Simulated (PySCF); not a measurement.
C4H6BrF, SMILES C(CBr)/C=C/F.

Geometry optimised at PBE-D3(BJ)/def2-SVP. The structure was generated by enumeration; whether it is a known compound was not checked. Other conformers were not sampled.

Calculation: PBE-D3(BJ)/def2-SVP (PySCF).

Frequencies are harmonic and unscaled.

```json
[
 {"mode": "1", "ν (cm⁻¹)": "84", "IR (km/mol)": "2.4", "moving atoms (share of kinetic energy)": "C 53 %, H 23 %, F 15 %, Br 9 %"},
 {"mode": "2", "ν (cm⁻¹)": "119", "IR (km/mol)": "1.7", "moving atoms (share of kinetic energy)": "C 44 %, F 34 %, Br 13 %, H 9 %"},
 {"mode": "3", "ν (cm⁻¹)": "126", "IR (km/mol)": "1.1", "moving atoms (share of kinetic energy)": "H 54 %, C 42 %"},
 {"mode": "4", "ν (cm⁻¹)": "217", "IR (km/mol)": "1.0", "moving atoms (share of kinetic energy)": "C 43 %, Br 33 %, F 15 %, H 9 %"},
 {"mode": "5", "ν (cm⁻¹)": "280", "IR (km/mol)": "0.7", "moving atoms (share of kinetic energy)": "C 58 %, H 24 %, F 18 %"},
 {"mode": "6", "ν (cm⁻¹)": "344", "IR (km/mol)": "0.9", "moving atoms (share of kinetic energy)": "C 63 %, F 20 %, H 13 %"},
 {"mode": "7", "ν (cm⁻¹)": "559", "IR (km/mol)": "17.6", "moving atoms (share of kinetic energy)": "C 62 %, F 24 %, H 8 %"},
 {"mode": "8", "ν (cm⁻¹)": "708", "IR (km/mol)": "9.0", "moving atoms (share of kinetic energy)": "C 74 %, H 17 %"},
 {"mode": "9", "ν (cm⁻¹)": "725", "IR (km/mol)": "8.0", "moving atoms (share of kinetic energy)": "H 83 %, C 16 %"},
 {"mode": "10", "ν (cm⁻¹)": "798", "IR (km/mol)": "0.1", "moving atoms (share of kinetic energy)": "H 58 %, C 41 %"},
 {"mode": "11", "ν (cm⁻¹)": "912", "IR (km/mol)": "41.8", "moving atoms (share of kinetic energy)": "H 93 %"},
 {"mode": "12", "ν (cm⁻¹)": "928", "IR (km/mol)": "10.6", "moving atoms (share of kinetic energy)": "C 63 %, H 36 %"},
 {"mode": "13", "ν (cm⁻¹)": "953", "IR (km/mol)": "2.4", "moving atoms (share of kinetic energy)": "H 66 %, C 34 %"},
 {"mode": "14", "ν (cm⁻¹)": "1082", "IR (km/mol)": "6.3", "moving atoms (share of kinetic energy)": "C 58 %, H 42 %"},
 {"mode": "15", "ν (cm⁻¹)": "1107", "IR (km/mol)": "0.3", "moving atoms (share of kinetic energy)": "H 88 %, C 12 %"},
 {"mode": "16", "ν (cm⁻¹)": "1161", "IR (km/mol)": "123.5", "moving atoms (share of kinetic energy)": "C 54 %, F 31 %, H 15 %"},
 {"mode": "17", "ν (cm⁻¹)": "1186", "IR (km/mol)": "78.2", "moving atoms (share of kinetic energy)": "H 72 %, C 26 %"},
 {"mode": "18", "ν (cm⁻¹)": "1223", "IR (km/mol)": "15.7", "moving atoms (share of kinetic energy)": "H 68 %, C 31 %"},
 {"mode": "19", "ν (cm⁻¹)": "1243", "IR (km/mol)": "0.1", "moving atoms (share of kinetic energy)": "H 88 %, C 12 %"},
 {"mode": "20", "ν (cm⁻¹)": "1295", "IR (km/mol)": "1.7", "moving atoms (share of kinetic energy)": "H 74 %, C 25 %"},
 {"mode": "21", "ν (cm⁻¹)": "1323", "IR (km/mol)": "2.1", "moving atoms (share of kinetic energy)": "H 65 %, C 35 %"},
 {"mode": "22", "ν (cm⁻¹)": "1402", "IR (km/mol)": "4.6", "moving atoms (share of kinetic energy)": "H 92 %, C 8 %"},
 {"mode": "23", "ν (cm⁻¹)": "1415", "IR (km/mol)": "0.5", "moving atoms (share of kinetic energy)": "H 89 %, C 11 %"},
 {"mode": "24", "ν (cm⁻¹)": "1708", "IR (km/mol)": "46.2", "moving atoms (share of kinetic energy)": "C 91 %, H 8 %"},
 {"mode": "25", "ν (cm⁻¹)": "2964", "IR (km/mol)": "8.4", "moving atoms (share of kinetic energy)": "H 94 %"},
 {"mode": "26", "ν (cm⁻¹)": "3001", "IR (km/mol)": "4.7", "moving atoms (share of kinetic energy)": "H 91 %, C 9 %"},
 {"mode": "27", "ν (cm⁻¹)": "3020", "IR (km/mol)": "9.3", "moving atoms (share of kinetic energy)": "H 95 %"},
 {"mode": "28", "ν (cm⁻¹)": "3091", "IR (km/mol)": "2.6", "moving atoms (share of kinetic energy)": "H 90 %, C 10 %"},
 {"mode": "29", "ν (cm⁻¹)": "3105", "IR (km/mol)": "7.0", "moving atoms (share of kinetic energy)": "H 92 %, C 8 %"},
 {"mode": "30", "ν (cm⁻¹)": "3115", "IR (km/mol)": "11.5", "moving atoms (share of kinetic energy)": "H 91 %, C 9 %"}
]
```
